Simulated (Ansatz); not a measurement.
Dissociation curves of H2Se (SMILES [SeH2])

The species is H2Se (3 atoms), meant as a singlet with charge 0. As SMILES, `[SeH2]`. The coordinates come from a PBE0-D4/def2-TZVP relaxation.

```xyz
3

Se    0.5607   -0.2747    0.2802
H     0.0454    1.0919    0.1439
H    -0.6061   -0.8172   -0.4241
```

The Se1–H2 distance is scanned; the parts on either side stay rigid. Basis STO-3G, 9 core orbitals frozen in the correlated methods; program Ansatz 0.2.0. FCI is exact within this basis and core. Energies in eV from each method's value at 1.467 Å; methods without a U are spin-restricted. The shape above is that at 1.467 Å.

| distance (Å) | CAM-B3LYP | MP2 | CCSD(T) | CCSDTQ | FCI |
| --- | --- | --- | --- | --- | --- |
| 1.467 | 0.00 | 0.00 | 0.00 | 0.00 | 0.00 |
| 1.833 | 1.22 | 1.24 | 1.00 | 1.00 | 1.00 |
| 2.200 | 3.18 | 3.17 | 2.47 | 2.47 | 2.47 |
| 2.934 | 6.25 | 5.43 | 3.78 | 3.78 | 3.78 |
| 3.667 | 7.69 | 5.10 | 3.93 | 3.94 | 3.94 |

Departure from the FCI curve at its largest: CAM-B3LYP +3.76 eV at 3.67 Å; MP2 +1.65 eV at 2.93 Å; CCSD(T) -0.01 eV at 3.67 Å; CCSDTQ within 0.005 eV. The curve of MP2 turns over, which the reference doesn't. Restricted functionals keep the electrons paired too, and rise too high.
